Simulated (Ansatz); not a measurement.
```yaml
crystal:
  periodic: [false, false, false]
  atoms:
    - {symbol: F, position_ang: [0.145577, -0.761781, -2.009440]}
    - {symbol: C, position_ang: [-0.272199, -1.379200, -1.172133]}
    - {symbol: F, position_ang: [-1.276302, -2.115830, -1.326349]}
    - {symbol: F, position_ang: [0.406110, -2.113936, -0.471485]}
    - {symbol: C, position_ang: [-1.172692, -0.295689, -0.032520]}
    - {symbol: O, position_ang: [-0.170849, 0.511612, 0.489817]}
    - {symbol: Ti, position_ang: [1.041150, 1.488721, 1.002640]}
    - {symbol: Cl, position_ang: [1.206881, 1.113105, 3.203488]}
    - {symbol: Cl, position_ang: [0.748517, 3.605785, 0.460048]}
    - {symbol: Cl, position_ang: [2.804705, 0.764808, 0.098004]}
    - {symbol: H, position_ang: [-1.677607, -0.816092, 0.723449]}
    - {symbol: H, position_ang: [-1.854649, 0.333319, -0.756487]}
basis:
  gaussian: {orbitals: "6-311G**"}
hamiltonian: {xc: {name: B3LYP5}}
accuracy: high
output: {forces: true}
```

```sh
$ ansatz run in.yaml --threads 4 --pin off --events-out ev --progress --plain --max-ram 46080MiB --backend cpu
```

(1) How does Ansatz answer? (Estimate.)

Answers

(1) Computed: The program refused the input.
```
Error: <dir> can't be read: No such file or directory (os error 2)
```

B3LYP here is the variant with VWN-RPA as its local correlation; programs differ in this.
